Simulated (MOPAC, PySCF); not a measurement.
CH$_{4}$AlN, SMILES `[C]([AlH2])N` (lower singlet), neutral singlet in the gas phase. This singlet lies 0.93 eV below the relaxed triplet at the level frozen-core CCSD(T)/cc-pVTZ // PBE0-D3(BJ)/def2-TZVP (Ansatz).

Cartesian coordinates (Å):
```xyz
7

N     -1.5369     0.1996    -0.1393
C     -0.2827     0.0361    -0.0258
Al     1.5325    -0.1992     0.1391
H     -2.0827    -0.1650    -0.9220
H     -2.1014     0.7092     0.5429
H      2.4557     0.9113    -0.5108
H      2.0155    -1.4919     0.9159
```
Charge 0, multiplicity 1.

All levels are single points at this geometry (PBE0-D3(BJ)/def2-TZVP); Pople sets use spherical d functions. Orbital energies aren't observables, and empty levels follow the basis.

| level | HOMO (eV) | LUMO (eV) | gap (eV) | dipole (D) | vertical IE, Delta-SCF (eV) |
|---|---|---|---|---|---|
| PBE-D3(BJ)/def2-TZVP in PySCF | -4.34 | -2.36 | 1.99 | 4.08 | – |
| PBE0-D3(BJ)/def2-TZVP in PySCF | -5.39 | -1.20 | 4.19 | 3.94 | – |
| B3LYP/6-311+G** in PySCF | -5.23 | -1.47 | 3.77 | 3.85 | – |
| B3LYP/6-31G* in PySCF | -5.02 | -1.11 | 3.91 | 4.30 | 7.29 |
| B3LYP/LANL2DZ in PySCF | -5.10 | -1.19 | 3.91 | 4.08 | – |
| BP86/6-31G* in PySCF | -4.28 | -2.19 | 2.08 | 4.53 | – |
| M06-2X/6-31G* in PySCF | -6.24 | 0.18 | 6.41 | 4.20 | – |
| PBE/6-31G* in PySCF | -4.18 | -2.12 | 2.06 | 4.53 | 7.27 |
| SVWN5/6-31G* in PySCF | -4.27 | -2.32 | 1.95 | 4.62 | 7.49 |
| HF/STO-3G in PySCF | -4.31 | 9.84 | 14.15 | 1.53 | – |
| PM3 in MOPAC | -8.64 | -1.58 | 7.06 | 6.28 | – |
| PM6 in MOPAC | -7.58 | 1.48 | 9.06 | 3.47 | – |
| PM7 in MOPAC | -9.44 | -0.49 | 8.96 | 7.26 | – |
